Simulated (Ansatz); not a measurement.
Geometry optimisation, RKS PBE/def2-SVP in Ansatz 0.2.0.

input.yaml

```yaml
crystal:
  periodic: [false, false, false]
  atoms:
    - { symbol: Ga, position_ang: [0.0, 0.0, 0.0] }
    - { symbol: O, position_ang: [0.0, 0.0, 2.14] }
    - { symbol: H, position_ang: [-0.9095, -0.2814, 2.4771] }
    - { symbol: Cl, position_ang: [1.9398, 0.0, -1.12] }
    - { symbol: Cl, position_ang: [-1.9398, 0.0, -1.12] }
    - { symbol: H, position_ang: [0.3988, 1.7292, 0.5897] }
    - { symbol: H, position_ang: [0.3085, 1.3378, 1.5381] }
basis:
  gaussian: { orbitals: def2-SVP }
hamiltonian:
  xc: pbe
relax:
  f_tol: 0.15
  max_steps: 25
  restrain:
    - { distance: [0, 5], at: 1.57, k: 30.0 }
    - { distance: [6, 1], at: 1.01, k: 30.0 }
    - { distance: [0, 1], at: 2.99, k: 30.0 }
    - { distance: [6, 5], at: 1.86, k: 30.0 }
output:
  orbitals: {}
```

Command:

```bash
$ ansatz run input.yaml --threads 2 --pin off --max-ram 3072MiB --backend cpu --events-out ev --progress --plain --runs-dir out
```

Question: Where does it end, and by what steps?

Answer: It converged. The restraints hold the end off the free minimum; the threshold counts their pulls, which the force column leaves out. Restrained pairs: Ga1–H6 (1.87 → 1.57 Å), O2–H7 (1.50 → 0.99 Å), Ga1–O2 (2.14 → 2.98 Å), H6–H7 (1.03 → 1.87 Å). After 9 steps the energy has fallen by 1.352 eV (the restraints' own energy left out); Ga1 moved furthest, 0.79 Å.

```
step  energy less start (eV)  largest force component (eV/Å)  accepted
   0                  0.0000                           1.683       yes
   1                  0.3541                           2.231       yes
   2                 -0.1298                           2.773       yes
   3                 -0.7817                           1.417       yes
   4                 -1.2041                           0.535       yes
   5                 -1.3106                           1.283       yes
   6                 -1.3429                           0.622       yes
   7                 -1.3518                           0.610       yes
   8                 -1.2808                           1.631        no
   9                 -1.3519                           0.614       yes
```

```xyz
7
Properties=species:S:1:pos:R:3
Ga 0.177 0.575 -0.507
O 0.048 0.049 2.419
H -0.909 -0.119 2.543
Cl 1.912 -0.326 -1.403
Cl -1.753 -0.206 -1.085
H 0.263 1.823 0.440
H 0.059 0.990 2.099
```

Time of the run: 28 s on 2 threads of Arm Neoverse N1, with other jobs on the host, peak memory 0.14 GiB.
